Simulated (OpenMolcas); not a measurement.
**neutral carbon: effect of the IPEA shift**

* Program: OpenMolcas 26.06
* Basis: ANO-RCC-VTZP [4s3p2d1f]
* Scalar Hamiltonian: DKH2, point nucleus
* Active space: 4 electrons in 8 orbitals (2s 2p 3s 3p)
* State averaging: 2S+1 = 3 even, 3 roots; 2S+1 = 1 even, 6 roots; 2S+1 = 5 odd, 1 root; 2S+1 = 3 odd, 8 roots; 2S+1 = 1 odd, 3 roots
* Spin-orbit coupling: RASSI with atomic mean-field integrals over the reference wave functions, term energies averaged over their components

Methods on the same reference wave functions:
A. CASSCF
B. SS-CASPT2, IPEA 0 Eh, imaginary shift 0.1 Eh (closed shells correlated: 1s)
C. SS-CASPT2, IPEA 0.25 Eh, imaginary shift 0.1 Eh (closed shells correlated: 1s)

Energies in cm⁻¹ above 2s² 2p² ³P₀, the measured ground level; measured values from NIST Handbook of Basic Atomic Spectroscopic Data.

| Level | A | B | C | Measured |
| --- | --- | --- | --- | --- |
| 2s² 2p² ³P₀ | 0.0 | 0.0 | 0.0 | 0.0 |
| 2s² 2p² ³P₁ | 15.0 | 15.0 | 15.0 | 16.4 |
| 2s² 2p² ³P₂ | 44.8 | 44.8 | 44.8 | 43.4 |
| 2s² 2p² ¹D₂ | 12058 | 10610 | 10450 | 10193 |
| 2s² 2p² ¹S₀ | 19045 | 21450 | 21180 | 21648 |
| 2s 2p³ ⁵S°₂ | 25357 | 31930 | 31560 | 33735 |
| 2s 2p³ ³D°₁ | 67894 | 62110 | 63120 | 64090 |
| 2s 2p³ ³D°₂ | 67898 | 62120 | 63130 | 64091 |
| 2s 2p³ ³D°₃ | 67903 | 62120 | 63130 | 64087 |
| 2s 2p³ ³P°₀ | 75918 | 74260 | 74470 | 75256 |
| 2s 2p³ ³P°₁ | 75922 | 74260 | 74480 | 75254 |
| 2s 2p³ ³P°₂ | 75932 | 74270 | 74490 | 75255 |

Deviations, from unrounded energies. A percentage is the sum of absolute deviations over the sum of measured energies, with the sign that they share, or ± where signs differ.

| Against measurement | Levels | A | B | C |
| --- | --- | --- | --- | --- |
| mean absolute deviation (cm-1) | 11 | 2400 | 1000 | 740 |
| fine structure of the ground term (%) | 2 | ±4.6 | ±4.6 | ±4.6 |
| other terms of the ground configuration (%) | 2 | ±14.0 | ±1.9 | ±2.3 |
| other configurations (%) | 7 | ±4.8 | -2.4 | -1.6 |

C lies closest to measurement on these levels and A furthest from it. The largest miss of C in the table is 2s 2p³ ⁵S°₂, by -2200 cm-1. The ranking rests on the paired levels alone, and a cruder setting can come out closer through cancelling errors.

Between B and C the level of the table that moves most is 2s 2p³ ³D°₃, by 1000 cm-1 (lowest in B, highest in C). Moves below CASPT2's spread within the term are not significant.

From A to B the spin-free energies of the other terms of 2s² 2p² shown, above ³P, scale by factors of 0.88 to 1.13.

The lowest spin-free term lies below A's lowest term by 0.055 hartree in B, 0.053 hartree in C.

Term energies are means over components that CASPT2 splits; among the terms shown or strongly mixed into the levels shown the widest spread is 100 cm-1 (2s 2p³ ³D°, C). Over all roots computed the reference weight is 0.93 to 0.99 in B; the roots of lowest weight are the least certain, and an intruder state may touch them. The run also gave levels led by 2s² 2p 3s, which use shells meant for correlation; these and all levels above them are left out. Without dynamic correlation excited terms often stand tens of per cent too high (terms of higher spin than the ground term too low), and those without a measured partner can miss by more than the paired ones (holds for A). Computed and measured levels are paired by configuration, term and J; levels that our copy of the source lacks, or whose pairing is in doubt (as where it misses far off the trend of its configuration), stay unpaired and out of the deviations. Only configurations of the active space appear. Levels that lie high or do not pair safely by name in every column are left out.

° marks odd parity.
